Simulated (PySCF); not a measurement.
## Dipole response of In³⁺ (indium, charge +3)

[Kr] 4d10, closed-shell 1S. Calculation: PySCF 2.14, in aug-cc-pVQZ-PP with ECP28MDF; scalar relativity through the core potential. Coupled (time-dependent) response in atomic units; α is the mean over directions.

```
 method  mean α (bohr³)  C₆ (like pair)  S(−4)
LC-wPBE           3.058           10.80  1.834
```

S(−4) is the Cauchy moment in α(ω) = α(0) + S(−4) ω² + …

α(iu) at LC-wPBE:

| u (hartree) | α(iu) (bohr³) |
| --- | --- |
| 0 | 3.058 |
| 0.0500 | 3.053 |
| 0.100 | 3.040 |
| 0.200 | 2.987 |
| 0.300 | 2.906 |
| 0.500 | 2.686 |
| 0.750 | 2.370 |
| 1.00 | 2.066 |
| 1.50 | 1.562 |
| 2.00 | 1.192 |
| 3.00 | 0.7302 |
| 5.00 | 0.3339 |

A single London oscillator, α(iu) = α/(1 + u²/ω²), gives C₆ = (3/4) ω α². Matching the computed C₆ needs ω = 4 × 10.80 / (3 × 3.058²) = 1.54 hartree.

For an ion, C₆ is the dispersion term alone; charge-induced terms of lower order in 1/R come first.

Energies and moments cover only the electrons outside the core potential.
